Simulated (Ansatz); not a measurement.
Reaction (redistribution): `C[S][Al]([F])[SiH3]` + `CNBO` → `OBN[SiH3]` + `C[S][Al]([CH3])[F]`

Computed with Ansatz on PBE0-D4/def2-TZVP structures; ΔE is electronic, products minus reactants. CBS: MP2 limit from def2 TZ/QZ plus the TZ coupled-cluster correction, frozen cores. Functionals use def2-TZVPP. Each species was taken in one conformer, which may not be the lowest.

| level | ΔE (kcal/mol) |
| --- | --- |
| r2SCAN-D4 | -27.5 |
| PBE0-D4 | -24.2 |
| PBE | -22.1 |
| r2SCAN | -27.4 |
| HF/def2-TZVPP | -29.7 |
| CCSD(T)/def2-TZVPP | -27.8 |
| HF/def2-QZVPP | -30.0 |
| MP2/def2-QZVPP | -31.5 |

(1) What does CCSD(T)/CBS give? (An estimate is asked.)

Largest T1 diagnostic among the species: 0.013.

## Answers

(1) Ansatz gave: -28.5 kcal/mol. The listed levels differ from it by 1.0, 4.3, 6.4, 1.1, -1.2, 0.7, -1.5, -3.0 kcal/mol.

From PBE to PBE0 (25 % exact exchange), in def2-TZVPP and without D4, ΔE moves by −1.8 kcal/mol.
